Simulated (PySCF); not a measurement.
Compound: mer-MoCl3(NH3)3 (quartet state).
Cartesian coordinates in Å at the PBE0-D3(BJ)/def2-SVP level; atoms count from 1:
```
atom  x, y, z in Å
Mo1    0.4042   -0.0006   -0.0028
Cl2    0.0720   -0.1760    2.3945
Cl3    0.1427    0.1889   -2.3933
Cl4    2.8023    0.0099    0.0386
N5    -1.8475   -0.0129    0.0141
H6    -2.1325    0.0378    0.9957
H7    -2.2476   -0.8587   -0.3921
H8    -2.2524    0.7681   -0.5025
N9     0.5460    2.2057    0.1290
H10    0.2597    2.6725   -0.7327
H11    1.5571    2.3400    0.2282
H12    0.0946    2.6470    0.9302
N13    0.5710   -2.2042   -0.1467
H14    0.2121   -2.6154   -1.0089
H15    0.1958   -2.7059    0.6590
H16    1.5879   -2.3303   -0.1438
```

Method: PBE0-D3(BJ)/def2-SVP geometry optimisation, gas phase, def2 core potentials past Kr in PySCF.

(1) Which atoms are bound to Mo1, and at what distances?

(2) List the angles at Mo1.

(3) What is the shape at Mo1?

(4) What are the other bond lengths?

(5) What are the rotational constants (commonest isotopes, rigid rotor)?

Answers

(1) 6 atoms: N13 2.215 Å, N9 2.215 Å, N5 2.252 Å, Cl4 2.399 Å, Cl3 2.412 Å, Cl2 2.427 Å. The nearest atom not counted as bound is H16, at 2.62 Å (others tie with it).

(2) 
```json
{"angle": "Cl4–Mo1–N5", "degrees": "178.6", "distance of the outer atoms (Å)": "4.65"}
{"angle": "N9–Mo1–N13", "degrees": "172.0", "distance of the outer atoms (Å)": "4.42"}
{"angle": "Cl2–Mo1–Cl3", "degrees": "165.9", "distance of the outer atoms (Å)": "4.80"}
{"angle": "Cl3–Mo1–Cl4", "degrees": "97.2", "distance of the outer atoms (Å)": "3.61"}
{"angle": "Cl2–Mo1–Cl4", "degrees": "96.9", "distance of the outer atoms (Å)": "3.61"}
{"angle": "N5–Mo1–N13", "degrees": "94.0", "distance of the outer atoms (Å)": "3.27"}
{"angle": "N5–Mo1–N9", "degrees": "94.0", "distance of the outer atoms (Å)": "3.27"}
{"angle": "Cl2–Mo1–N9", "degrees": "91.3", "distance of the outer atoms (Å)": "3.32"}
{"angle": "Cl3–Mo1–N13", "degrees": "91.3", "distance of the outer atoms (Å)": "3.31"}
{"angle": "Cl2–Mo1–N13", "degrees": "90.1", "distance of the outer atoms (Å)": "3.29"}
{"angle": "Cl3–Mo1–N9", "degrees": "89.3", "distance of the outer atoms (Å)": "3.25"}
{"angle": "Cl4–Mo1–N9", "degrees": "86.0", "distance of the outer atoms (Å)": "3.15"}
{"angle": "Cl4–Mo1–N13", "degrees": "86.0", "distance of the outer atoms (Å)": "3.15"}
{"angle": "Cl3–Mo1–N5", "degrees": "84.2", "distance of the outer atoms (Å)": "3.13"}
{"angle": "Cl2–Mo1–N5", "degrees": "81.7", "distance of the outer atoms (Å)": "3.06"}
```

(3) Distorted octahedral: the three widest angles are 178.6°, 172.0° and 165.9°, the others run from 81.7° to 97.2°. The Mo–Cl distances aren't all alike: 2.399 to 2.427 Å. The Mo–N distances aren't all alike: 2.215 to 2.252 Å.

(4) N5–H6, N5–H7, N5–H8 1.021 Å; N9–H10 and 5 like bonds 1.022 Å.

(5) A = 1060, B = 863.6, C = 715.1 MHz: an asymmetric top.

Point group: near Cs, missed by 0.23 Å at most; the miss may be what the optimiser left on a soft mode. Charge 0, quartet. ⟨S²⟩ = 3.763 (exact for a quartet: 3.75). No PBE0-D3(BJ)/def2-SVP frequencies stand behind this structure, so it isn't proved a minimum.
